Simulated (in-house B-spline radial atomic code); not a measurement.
## Ionising Pt III (Pt2+) with different functionals

Computed with an all-electron radial atomic-structure program (B-spline basis): four-component Dirac-Coulomb Hamiltonian, Fermi nucleus of rms radius 5.427 fm, spin-restricted, spherical fractional occupations for the functionals, and exact exchange of hybrids averaged over the configuration. The ionisation energy is the difference of two self-consistent energies, [Xe] 4f14 5d8 → [Xe] 4f14 5d7, without Breit or QED terms; ε is the level of the shell that loses the electron (mean over j). The electron is taken from both j subshells in proportion to 2j + 1, so the result is a j average, not the step between ground levels.

```json
{"method": "B97-1", "rung": "global hybrid", "ΔSCF (eV)": "32.03", "-ε(5d) (eV)": "27.27"}
{"method": "LC-wPBE", "rung": "range-separated hybrid", "ΔSCF (eV)": "?", "-ε(5d) (eV)": "?"}
{"method": "wB97X", "rung": "range-separated hybrid", "ΔSCF (eV)": "?", "-ε(5d) (eV)": "?"}
{"method": "HSE06", "rung": "range-separated hybrid", "ΔSCF (eV)": "32.04", "-ε(5d) (eV)": "27.18"}
```

What does LC-wPBE give?

ΔSCF 31.92 eV, and -ε(5d) = 30.38 eV.

What does wB97X give?

ΔSCF 31.84 eV, and -ε(5d) = 30.04 eV.

Among the functionals, which spreads more, the ΔSCF values or the orbital energies?

The orbital energies: ΔSCF values span about 0.20 eV and the orbital energies 3.20 eV; here energy differences depend much less on the functional than eigenvalues do.

How do they compare with the NIST value?

NIST lists 29 eV ± 1.6 (tabulated theory, ground level to ground level). Errors run from +2.84 to +3.04 eV; all lie within about twice that uncertainty, so the table can't rank the methods.
